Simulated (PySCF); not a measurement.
Relaxation of singlet CuH₃

These are results of PySCF, PBE0, basis Cu def2-TZVP, H def2-TZVP (no relativity, density fitting), not measurements. A (50,194) grid was used.

A start displaced from a saddle point along its imaginary mode, of Cs symmetry, held to at least that symmetry:

Coordinates in bohr (charge 0 multiplicity 1):
```
Cu   -0.0556   -0.0028    0.0000
H     2.6029    0.2264    0.0000
H     0.5357    2.7969    0.0000
H     0.3307   -2.8501    0.0000
```

(1) What does it relax to?

(2) How much energy is released, and in how many steps?

Answers

(1) It ends at C2v with Cu–H 1.504 Å, Cu–H 1.728 Å (×2), H–H 0.782 Å; Cu–H–H 76.9° (×2), H–Cu–H 26.2°, H–Cu–H 166.9° (×2) (after a last refinement on a finer grid). A frequency run shows a minimum. Other isomers or separated fragments may lie lower.

(2) 165.3 kJ/mol in 23 steps.

The relaxation took of the order of 50 core-seconds on a shared host.
